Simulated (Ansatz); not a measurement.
C4H3F5, SMILES `F[C@@H]1[C@@H](F)C(F)(F)[C@H]1F`. Total charge 0; spin multiplicity 1.

```xyz
12

F     2.245   -0.382   -0.063
C     1.035    0.170    0.225
C     0.119    0.502   -0.953
F     0.093    1.784   -1.385
C    -1.058    0.025   -0.084
F    -1.624    1.031    0.599
F    -2.026   -0.676   -0.691
C    -0.048   -0.761    0.770
F    -0.245   -0.776    2.109
H     1.165    1.041    0.875
H     0.278   -0.177   -1.796
H     0.066   -1.781    0.394
```

(1) Give the diagnostics of a CCSD(T)/def2-TZVPP run (frozen core, Ansatz 0.2.0). (Best estimate.)

## Answers

(1) The calculation gave: T1 = 0.0117, largest single amplitude 0.013, largest double 0.014, (T) share of the correlation energy 3.4 %, 9 CCSD cycles. The RHF solution is stable towards an unrestricted one. T1 lies under the customary mark of 0.02 for closed shells.
